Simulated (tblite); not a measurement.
Species: C6H10BNO.
Geometry (GFN2-xTB, Å), atoms numbered from 1 in this order:
```xyz
19
C6H10BNO angstrom
C      3.4670    0.1439    0.0966
O      2.3088    0.0216   -0.6983
C      1.0982    0.0357   -0.0775
C      1.0857    0.1741    1.3361
N      1.1393    0.2876    2.4766
C     -0.0315   -0.0801   -0.8112
B     -1.5060   -0.0909   -0.3422
C     -2.5897   -0.2442   -1.4813
C     -1.9185    0.0406    1.1734
H      4.3053    0.1079   -0.5967
H      3.4824    1.0933    0.6406
H      3.5502   -0.6779    0.8144
H      0.1679   -0.1765   -1.8738
H     -2.4286   -1.1637   -2.0441
H     -2.4999    0.5632   -2.2081
H     -3.6162   -0.2524   -1.1248
H     -2.9938    0.0154    1.3310
H     -1.4827   -0.7568    1.7742
H     -1.5476    0.9682    1.6077
```

Method: GFN2-xTB as coded in tblite; computed harmonic values from a numerical Hessian at the method's own geometry, unscaled. Against measured fundamentals such values can be off by several per cent, at times by over 20. One conformer, not necessarily the lowest. The optimisation stopped once no atom felt more than 0.01 eV/Å.

Lowest wavenumbers of the output (negative numbers stand for imaginary wavenumbers):
```
mode    cm-1
  1     -50.8
  2      25.5
  3      74.2
  4     125.8
  5     129.7
  6     134.7
  7     155.4
  8     178.3
  9     246.0
 10     275.3
 11     278.6
 12     386.5
 13     386.8
 14     435.0
 15     622.6
```

Question: Is this structure a minimum?

Answer: Not by this Hessian. 1 mode is imaginary beyond 20i (51i cm⁻¹), so at this level the point lies at or near a first-order saddle. The curvature is small, so loose convergence or finite differences may be the whole cause.

Question: Which atoms move in the imaginary mode?

Answer: 51i: H16 (methyl hydrogen) 26 %, H15 (methyl hydrogen) 18 %, H14 (methyl hydrogen) 18 %, C9 (sp3 carbon bound to boron) 14 %. These are shares of the mass-weighted motion.

Question: What is the remedy?

Answer: Step along that mode in both directions, optimise again with tighter thresholds and repeat the frequencies. The zero-point energy of this point (93.1 kcal/mol) counts the 50 real modes alone, and thermal corrections from it aren't those of a minimum.
